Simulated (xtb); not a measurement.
xtb job for C2H3Cl2FSi, SMILES ClC(Cl)=C(F)[SiH3], GFN2-xTB. 

```
$ xtb mol.xyz --gfn 2 --sp --chrg 0 --uhf 0 --json
$ cat mol.xyz
9

F      2.02054435    -0.42845731    -0.00000000
C      0.67552183    -0.54381218     0.00000000
Si    -0.04901763    -2.30219867    -0.00000000
C     -0.05588820     0.56565249     0.00000000
Cl     0.54962094     2.17697994    -0.00000000
Cl    -1.76228289     0.41329354    -0.00000000
H     -0.85640531    -2.44584327     1.20856369
H     -0.85640532    -2.44584328    -1.20856368
H      1.11160979    -3.18710737     0.00000000
```

Log of the run:

```
[banner left out]
          |                Calculation Setup                |
           -------------------------------------------------



           -------------------------------------------------
          |                 G F N 2 - x T B                 |
           -------------------------------------------------

        Reference                      10.1021/acs.jctc.8b01176
      * Hamiltonian:
        H0-scaling (s, p, d)           1.850000    2.230000    2.230000
        zeta-weighting                 0.500000
      * Dispersion:
        s8                             2.700000
        a1                             0.520000
        a2                             5.000000
        s9                             5.000000
      * Repulsion:
        kExp                           1.500000    1.000000
        rExp                           1.000000
      * Coulomb:
        alpha                          2.000000
        third order                    shell-resolved
        anisotropic                    true
        a3                             3.000000
        a5                             4.000000
        cn-shift                       1.200000
        cn-exp                         4.000000
        max-rad                        5.000000


          ...................................................
          :                      SETUP                      :
          :.................................................:
          :  # basis functions                  45          :
          :  # atomic orbitals                  42          :
          :  # shells                           18          :
          :  # electrons                        36          :
          :  max. iterations                   250          :
          :  Hamiltonian                  GFN2-xTB          :
          :  restarted?                      false          :
          :  GBSA solvation                  false          :
          :  PC potential                    false          :
          :  electronic temp.          300.0000000     K    :
          :  accuracy                    1.0000000          :
          :  -> integral cutoff          0.2500000E+02      :
          :  -> integral neglect         0.1000000E-07      :
          :  -> SCF convergence          0.1000000E-05 Eh   :
          :  -> wf. convergence          0.1000000E-03 e    :
          :  Broyden damping             0.4000000          :
          :  net charge                          0          :
          :  unpaired electrons                  0          :
          ...................................................

 iter      E             dE          RMSdq      gap      omega  full diag
   1    -21.3865783 -0.213866E+02  0.682E+00    4.19       0.0  T
   2    -21.4522814 -0.657032E-01  0.406E+00    3.62       1.0  T
   3    -21.4456740  0.660744E-02  0.257E+00    3.88       1.0  T
   4    -21.4509583 -0.528435E-02  0.155E+00    3.85       1.0  T
   5    -21.4578645 -0.690617E-02  0.672E-01    3.84       1.0  T
   6    -21.4581997 -0.335211E-03  0.203E-01    3.83       1.0  T
   7    -21.4582568 -0.570508E-04  0.100E-01    3.82       1.0  T
   8    -21.4582724 -0.156706E-04  0.519E-02    3.82       1.0  T
   9    -21.4582783 -0.588674E-05  0.412E-02    3.83       1.0  T
  10    -21.4582897 -0.114042E-04  0.299E-02    3.83       1.1  T
  11    -21.4582929 -0.312361E-05  0.116E-02    3.83       2.9  T
  12    -21.4582933 -0.405419E-06  0.577E-03    3.83       5.8  T
  13    -21.4582934 -0.110833E-06  0.347E-03    3.83       9.6  T
  14    -21.4582934 -0.376791E-07  0.101E-03    3.83      33.1  T
  15    -21.4582934 -0.201471E-08  0.629E-04    3.83      53.0  T
  16    -21.4582934 -0.982698E-09  0.326E-04    3.83     102.3  T

   *** convergence criteria satisfied after 16 iterations ***

         #    Occupation            Energy/Eh            Energy/eV
      -------------------------------------------------------------
         1        2.0000           -1.0817672             -29.4364
       ...           ...                  ...                  ...
        12        2.0000           -0.4594805             -12.5031
        13        2.0000           -0.4574166             -12.4469
        14        2.0000           -0.4536603             -12.3447
        15        2.0000           -0.4517833             -12.2936
        16        2.0000           -0.4431462             -12.0586
        17        2.0000           -0.4350016             -11.8370
        18        2.0000           -0.4091549             -11.1337 (HOMO)
        19                         -0.2685102              -7.3065 (LUMO)
        20                         -0.2161208              -5.8809
        21                         -0.2065647              -5.6209
        22                         -0.1922821              -5.2323
        23                         -0.1875177              -5.1026
       ...                                ...                  ...
        42                          0.6702306              18.2379
      -------------------------------------------------------------
                  HL-Gap            0.1406446 Eh            3.8271 eV
             Fermi-level           -0.3388325 Eh           -9.2201 eV

 SCC (total)                   0 d,  0 h,  0 min,  0.008 sec
 SCC setup                      ...        0 min,  0.000 sec (  0.851%)
 Dispersion                     ...        0 min,  0.000 sec (  0.368%)
 classical contributions        ...        0 min,  0.000 sec (  0.173%)
 integral evaluation            ...        0 min,  0.001 sec ( 15.328%)
 iterations                     ...        0 min,  0.004 sec ( 50.708%)
 molecular gradient             ...        0 min,  0.002 sec ( 31.463%)
 printout                       ...        0 min,  0.000 sec (  1.017%)

         :::::::::::::::::::::::::::::::::::::::::::::::::::::
         ::                     SUMMARY                     ::
         :::::::::::::::::::::::::::::::::::::::::::::::::::::
         :: total energy             -21.346004738834 Eh    ::
         :: gradient norm              0.000170914874 Eh/a0 ::
         :: HOMO-LUMO gap              3.827134966158 eV    ::
         ::.................................................::
         :: SCC energy               -21.458286825663 Eh    ::
         :: -> isotropic ES            0.026766320496 Eh    ::
         :: -> anisotropic ES          0.000513640526 Eh    ::
         :: -> anisotropic XC         -0.002990930936 Eh    ::
         :: -> dispersion             -0.007837270802 Eh    ::
         :: repulsion energy           0.112282086828 Eh    ::
         :: add. restraining           0.000000000000 Eh    ::
         :: total charge              -0.000000000000 e     ::
         :::::::::::::::::::::::::::::::::::::::::::::::::::::

           -------------------------------------------------
          |                Property Printout                |
           -------------------------------------------------

    * Orbital Energies and Occupations

         #    Occupation            Energy/Eh            Energy/eV
      -------------------------------------------------------------
         1        2.0000           -1.0817672             -29.4364
       ...           ...                  ...                  ...
         6        2.0000           -0.5928984             -16.1336
         7        2.0000           -0.5587766             -15.2051
         8        2.0000           -0.5479985             -14.9118
         9        2.0000           -0.5465204             -14.8716
        10        2.0000           -0.5120824             -13.9345
        11        2.0000           -0.5036947             -13.7062
        12        2.0000           -0.4594805             -12.5031
        13        2.0000           -0.4574166             -12.4469
        14        2.0000           -0.4536603             -12.3447
        15        2.0000           -0.4517833             -12.2936
        16        2.0000           -0.4431462             -12.0586
        17        2.0000           -0.4350016             -11.8370
        18        2.0000           -0.4091549             -11.1337 (HOMO)
        19                         -0.2685102              -7.3065 (LUMO)
        20                         -0.2161208              -5.8809
        21                         -0.2065647              -5.6209
        22                         -0.1922821              -5.2323
        23                         -0.1875177              -5.1026
        24                         -0.1374735              -3.7408
        25                         -0.1040607              -2.8316
        26                         -0.0785246              -2.1368
        27                         -0.0138909              -0.3780
        28                         -0.0116618              -0.3173
        29                         -0.0113362              -0.3085
       ...                                ...                  ...
        42                          0.6702306              18.2379
      -------------------------------------------------------------
                  HL-Gap            0.1406446 Eh            3.8271 eV
             Fermi-level           -0.3388325 Eh           -9.2201 eV

     #   Z          covCN         q      C6AA      α(0)
     1   9 F        0.791    -0.209    11.325     3.975
     2   6 C        2.744     0.017    27.600     8.602
     3  14 Si       3.669     0.451    98.573    19.026
     4   6 C        2.781     0.129    25.154     8.215
     5  17 Cl       1.058    -0.102   102.364    15.479
     6  17 Cl       1.126    -0.107   102.508    15.490
     7   1 H        0.919    -0.063     4.417     3.287
     8   1 H        0.919    -0.063     4.417     3.287
     9   1 H        0.919    -0.055     4.210     3.209

 Mol. C6AA /au·bohr⁶  :       2471.219291
 Mol. C8AA /au·bohr⁸  :      92053.395675
 Mol. α(0) /au        :         80.569954


Wiberg/Mayer (AO) data.
largest (>0.10) Wiberg bond orders for each atom

 ---------------------------------------------------------------------------
     #   Z sym  total        # sym  WBO       # sym  WBO       # sym  WBO
 ---------------------------------------------------------------------------
     1   9 F    1.113 --     2 C    0.988
     2   6 C    3.815 --     4 C    1.776     1 F    0.988     3 Si   0.807
     3  14 Si   3.591 --     9 H    0.904     7 H    0.899     8 H    0.899
                             2 C    0.807
     4   6 C    3.871 --     2 C    1.776     5 Cl   1.005     6 Cl   1.001
     5  17 Cl   1.192 --     4 C    1.005
     6  17 Cl   1.190 --     4 C    1.001
     7   1 H    0.996 --     3 Si   0.899
     8   1 H    0.996 --     3 Si   0.899
     9   1 H    0.995 --     3 Si   0.904
 ---------------------------------------------------------------------------

Topologies differ in total number of bonds
Writing topology from bond orders to xtbtopo.mol

molecular dipole:
                 x           y           z       tot (Debye)
 q only:       -0.493      -1.270      -0.000
   full:       -0.358      -0.701      -0.000       2.001
molecular quadrupole (traceless):
                xx          xy          yy          xz          yz          zz
 q only:       -5.603       0.577       4.875       0.000       0.000       0.728
  q+dip:       -6.577       0.046       4.348       0.000       0.000       2.229
   full:       -6.489       1.426       5.025       0.000       0.000       1.464


           -------------------------------------------------
          | TOTAL ENERGY              -21.346004738834 Eh   |
          | GRADIENT NORM               0.000170914874 Eh/α |
          | HOMO-LUMO GAP               3.827134966158 eV   |
Note: The following floating-point exceptions are signalling: IEEE_UNDERFLOW_FLAG IEEE_DENORMAL
normal termination of xtb
           -------------------------------------------------

------------------------------------------------------------------------
------------------------------------------------------------------------
 total:
 SCF:
```

The calculation finished and met its thresholds.

Cost: very roughly 0.03 core-seconds.
